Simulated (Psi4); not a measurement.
C$_{4}$H$_{7}$FSi (SMILES C#C[Si](C)(C)F), singlet, geometry from GFN2-xTB; PBE/6-311G** (Psi4).

Here is a job for Psi4.
```
memory 2 GB

molecule mol {
0 1
C     2.605383    0.735758   -0.480981
C     1.467661    0.419129   -0.258142
Si   -0.287530   -0.075338    0.069174
C    -1.481237    0.883327   -1.047002
C    -0.487963   -1.957621   -0.012436
F    -0.602825    0.371840    1.599847
H     3.602107    1.015668   -0.669283
H    -1.360535    1.954638   -0.913123
H    -1.312106    0.662165   -2.096242
H    -2.515494    0.638802   -0.819689
H    -1.503107   -2.256814    0.234785
H    -0.262107   -2.341031   -1.002591
H     0.179032   -2.448814    0.690448
}

set {
  basis 6-311g**
  reference rks
}

energy('pbe')
print_variables()
```

What the program printed (banner, timings and long lists left out):

```
   => Loading Basis Set <=

    Name: 6-311G**
    Role: ORBITAL
    Keyword: BASIS

         ---------------------------------------------------------
                                   SCF
               by Justin Turney, Rob Parrish, Andy Simmonett
                          and Daniel G. A. Smith
                              RKS Reference
         ---------------------------------------------------------

  ==> Geometry <==

    Molecular point group: c1
    Full point group: C1

    Geometry (in Angstrom), charge = 0, multiplicity = 1:

       Center              X                  Y                   Z               Mass
    ------------   -----------------  -----------------  -----------------  -----------------
         C            2.580369036882     0.705113583254    -0.541116018626    12.000000000000
         C            1.442647036882     0.388484583254    -0.318277018626    12.000000000000
         SI          -0.312543963118    -0.105982416746     0.009038981374    27.976926534650
         C           -1.506250963118     0.852682583254    -1.107137018626    12.000000000000
         C           -0.512976963118    -1.988265416746    -0.072571018626    12.000000000000
         F           -0.627838963118     0.341195583254     1.539711981374    18.998403162730
         H            3.577093036882     0.985023583254    -0.729418018626     1.007825032230
         H           -1.385548963118     1.923993583254    -0.973258018626     1.007825032230
         H           -1.337119963118     0.631520583254    -2.156377018626     1.007825032230
         H           -2.540507963118     0.608157583254    -0.879824018626     1.007825032230
         H           -1.528120963118    -2.287458416746     0.174649981374     1.007825032230
         H           -0.287120963118    -2.371675416746    -1.062726018626     1.007825032230
         H            0.154018036882    -2.479458416746     0.630312981374     1.007825032230

  Running in c1 symmetry.

  Rotational constants: A =      0.11069  B =      0.06765  C =      0.06362 [cm^-1]
  Rotational constants: A =   3318.32145  B =   2027.99616  C =   1907.31358 [MHz]
  Nuclear repulsion =  278.750982785976305

  Charge       = 0
  Multiplicity = 1
  Electrons    = 54
  Nalpha       = 27
  Nbeta        = 27

  ==> Algorithm <==

  SCF Algorithm Type is DF.
  DIIS enabled.
  MOM disabled.
  Fractional occupation disabled.
  Guess Type is SAD.
  Energy threshold   = 1.00e-06
  Density threshold  = 1.00e-06
  Integral threshold = 1.00e-12

  ==> Primary Basis <==

  Basis Set: 6-311G**
    Blend: 6-311G**
    Number of shells: 80
    Number of basis functions: 158
    Number of Cartesian functions: 164
    Spherical Harmonics?: true
    Max angular momentum: 2

  ==> DFT Potential <==

   => LibXC <=

    Version 7.1.2
    S. Lehtola, C. Steigemann, M. J. T. Oliveira, and M. A. L. Marques,  SoftwareX 7, 1–5 (2018) (10.1016/j.softx.2017.11.002)

   => Composite Functional: PBE <=

    PBE GGA Exchange-Correlation Functional

    J.P. Perdew et. al., Phys. Rev. Lett., 77(18), 3865-3868, 1996

    Deriv               =              1
    GGA                 =           TRUE
    Meta                =          FALSE

    Exchange Hybrid     =          FALSE
    MP2 Hybrid          =          FALSE

   => Exchange Functionals <=

    1.0000     XC_GGA_X_PBE

   => Correlation Functionals <=

    1.0000     XC_GGA_C_PBE

   => LibXC Density Thresholds  <==

    XC_GGA_C_PBE:  1.00E-12
    XC_GGA_X_PBE:  1.00E-15

   => Molecular Quadrature <=

    Radial Scheme          =       TREUTLER
    Pruning Scheme         =           NONE
    Nuclear Scheme         =       TREUTLER

    Blocking Scheme        =         OCTREE
    BS radius alpha        =              1
    Pruning alpha          =              1
    Radial Points          =             75
    Spherical Points       =            302
    Total Points           =         279225
    Total Blocks           =           2104
    Max Points             =            256
    Max Functions          =            151
    Weights Tolerance      =       1.00E-15

   => Loading Basis Set <=

    Name: (6-311G** AUX)
    Role: JKFIT
    Keyword: DF_BASIS_SCF

  ==> Integral Setup <==

  SCF_SUBTYPE=INCORE selected. In-core MEM_DF algorithm will be used.
  Using in-core AOs.

  ==> MemDFJK: Density-Fitted J/K Matrices <==

    J tasked:                   Yes
    K tasked:                    No
    wK tasked:                   No
    Algorithm:                 Core
    Schwarz Cutoff:           1E-12
    Mask sparsity (%):       7.0261
    Fitting Condition:        1E-10

   => Auxiliary Basis Set <=

  Basis Set: (6-311G** AUX)
    Blend: CC-PVTZ-JKFIT
    Number of shells: 232
    Number of basis functions: 726
    Number of Cartesian functions: 870
    Spherical Harmonics?: true
    Max angular momentum: 4

  Minimum eigenvalue in the overlap matrix is 3.3804385848E-04.
  Reciprocal condition number of the overlap matrix is 5.4289949664E-05.
    Using symmetric orthogonalization.

  ==> Pre-Iterations <==

  SCF Guess: Superposition of Atomic Densities via on-the-fly atomic UHF (no occupation information).

   -------------------------
    Irrep   Nso     Nmo
   -------------------------
     A        158     158
   -------------------------
    Total     158     158
   -------------------------

  ==> Iterations <==

                           Total Energy        Delta E     RMS |[F,P]|

   @DF-RKS iter SAD:  -544.63065879743010   -5.44631e+02   0.00000e+00
   @DF-RKS iter   1:  -544.78889894635802   -1.58240e-01   8.31932e-03 DIIS/ADIIS
   @DF-RKS iter   2:  -544.05730636184080    7.31593e-01   1.01547e-02 DIIS/ADIIS
   @DF-RKS iter   3:  -545.57154602302967   -1.51424e+00   1.81031e-03 DIIS/ADIIS
   @DF-RKS iter   4:  -545.54712558411529    2.44204e-02   2.31618e-03 DIIS/ADIIS
   @DF-RKS iter   5:  -545.61485778464601   -6.77322e-02   2.15148e-04 DIIS/ADIIS
   @DF-RKS iter   6:  -545.61519784853942   -3.40064e-04   1.05691e-04 DIIS/ADIIS
   @DF-RKS iter   7:  -545.61533461931197   -1.36771e-04   2.26922e-05 DIIS
   @DF-RKS iter   8:  -545.61533729359462   -2.67428e-06   1.26996e-05 DIIS
   @DF-RKS iter   9:  -545.61533866033574   -1.36674e-06   2.13666e-06 DIIS
   @DF-RKS iter  10:  -545.61533872342522   -6.30895e-08   3.78307e-07 DIIS
  Energy and wave function converged.

  ==> Post-Iterations <==

   Electrons on quadrature grid:
      Ntotal   =   53.9999925859 ; deviation = -7.414e-06

    Orbital Energies [Eh]
    ---------------------

    Doubly Occupied:

[...]
    Virtual:

[...]
    Final Occupation by Irrep:
              A
    DOCC [    27 ]
    NA   [    27 ]
    NB   [    27 ]

  @DF-RKS Final Energy:  -545.61533872342522

   => Energetics <=

    Nuclear Repulsion Energy =            278.7509827859763050
    One-Electron Energy =               -1304.5210434800951589
    Two-Electron Energy =                 535.4381545906493329
    DFT Exchange-Correlation Energy =     -55.2834326199556045
    Empirical Dispersion Energy =           0.0000000000000000
    VV10 Nonlocal Energy =                  0.0000000000000000
    Total Energy =                       -545.6153387234252250

Computation Completed

Properties will be evaluated at   0.000000,   0.000000,   0.000000 [a0]

Properties computed using the SCF density matrix

 Multipole Moments:

 ------------------------------------------------------------------------------------
     Multipole            Electronic (a.u.)      Nuclear  (a.u.)        Total (a.u.)
 ------------------------------------------------------------------------------------

 L = 1.  Multiply by 2.5417464519 to convert [e a0] to [Debye]
 Dipole X            :          2.6136383           -2.5525381            0.0611002
 Dipole Y            :          2.8819520           -3.1271160           -0.2451640
 Dipole Z            :          5.4046064           -6.1364944           -0.7318880
 Magnitude           :                                                    0.7742730

 ------------------------------------------------------------------------------------

  Variable Map:
  ----------------------------------------------------------------------------
[...]
  Array Variable Map:
  ----------------------------------------------------------------------------
[...]
[...]
```
